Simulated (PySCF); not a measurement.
# Field gradients at the hydrogen positions

Compound: C6H9N3Si.
Cartesian coordinates in Å at the GFN2-xTB level; atoms count from 1:
```
atom  x, y, z in Å
C1     4.3198    1.2708   -0.6396
C2     3.3150    0.6201   -0.5576
C3     2.1445   -0.1567   -0.4584
N4     2.1203   -1.5032   -0.6749
C5     0.8697   -1.8108   -0.4794
N6     0.1375   -0.7243   -0.1567
Si7   -1.5710   -0.4592    0.2315
C8    -1.6168    0.2369    1.9931
C9    -2.2313    0.7595   -1.0597
N10    0.9633    0.3370   -0.1447
H11    5.1942    1.8458   -0.7108
H12    0.4490   -2.7918   -0.5575
H13   -2.1448   -1.8068    0.1165
H14   -1.2457   -0.4837    2.7168
H15   -0.9961    1.1263    2.0685
H16   -2.6268    0.5072    2.2840
H17   -3.2545    1.0495   -0.8435
H18   -2.2128    0.3325   -2.0587
H19   -1.6230    1.6603   -1.0764
```

Level: PBE0/pcSseg-1 (PySCF, non-relativistic); Q(2H) = 0.00286 b; rigid geometry, the same for H and D, with no vibrational averaging.

**Question.** Rank these positions by the coupling χzz of a deuteron there, largest first.
A. H13 (Si–H hydrogen)
B. H15 (methyl hydrogen)
C. H11 (alkyne hydrogen)
D. H16 (methyl hydrogen)
E. H12 (aromatic hydrogen)

**Answer.** C (266 kHz), E (229 kHz), D (219 kHz), B (214 kHz), A (104 kHz).

**Question.** What are Vzz, η and χzz (234.96 MHz × Q × Vzz) at all hydrogens?

**Answer.** 
```csv
atom,bonded to,bond length (Å),Vzz (au),η,χzz (kHz)
H11,C1,1.049,0.3961,0.00,266
H12,C5,1.070,0.3412,0.07,229
H13,Si7,1.469,0.1547,0.05,104
H14,C8,1.087,0.3231,0.00,217
H15,C8,1.087,0.3190,0.01,214
H16,C8,1.085,0.3262,0.00,219
H17,C9,1.085,0.3261,0.00,219
H18,C9,1.087,0.3231,0.00,217
H19,C9,1.087,0.3192,0.01,215
```

**Question.** Average by the element that carries the hydrogen.

**Answer.** on C: 225 kHz over 8 positions, mean bond length 1.080 Å; on Si: 104 kHz over 1 position, mean bond length 1.469 Å.

**Question.** A static deuteron (I = 1) shows a doublet split by (3/2)χ, (3/4)χ(1 + η) and (3/4)χ(1 − η) with the field along z, y and x of the gradient. What are these for H13?

**Answer.** With |χ| = 104.0 kHz and η = 0.047: 156, 82 and 74 kHz, to first order and without motion.

The structure is a single GFN2-xTB conformer in the gas phase; no vibrational or solvent corrections. GFN2-xTB bond lengths can be off by several hundredths of an ångström, more for odd bonds, and the gradients follow them. With so small a basis the couplings can be 20 % off.
